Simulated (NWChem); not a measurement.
System: benzonitrile (C7H5N); SMILES c1cc(ccc1)C#N

Results from NWChem. Pople sets run with spherical d functions. Geometry: optimised at PBE0/def2-SVP. B3LYP is NWChem's, with the RPA form of VWN correlation. Total energies compare along this basis series because the functional is fixed.

```json
[
 {"level": "B3LYP/STO-3G", "basis functions": "45", "energy (Ha)": "-320.4415", "highest occupied level (eV)": "-5.78", "orbital gap (eV)": "6.71", "dipole (D)": "3.57", "relative time": "1"},
 {"level": "B3LYP/3-21G", "basis functions": "82", "energy (Ha)": "-322.7074", "highest occupied level (eV)": "-7.34", "orbital gap (eV)": "6.05", "dipole (D)": "4.21", "relative time": "1"},
 {"level": "B3LYP/6-31G*", "basis functions": "122", "energy (Ha)": "-324.4845", "highest occupied level (eV)": "-7.27", "orbital gap (eV)": "5.87", "dipole (D)": "4.54", "relative time": "4"},
 {"level": "B3LYP/def2-SVP", "basis functions": "137", "energy (Ha)": "-324.2563", "highest occupied level (eV)": "-7.49", "orbital gap (eV)": "5.85", "dipole (D)": "4.40", "relative time": "4"}
]
```

Relative times are rough (shared machine, one core).
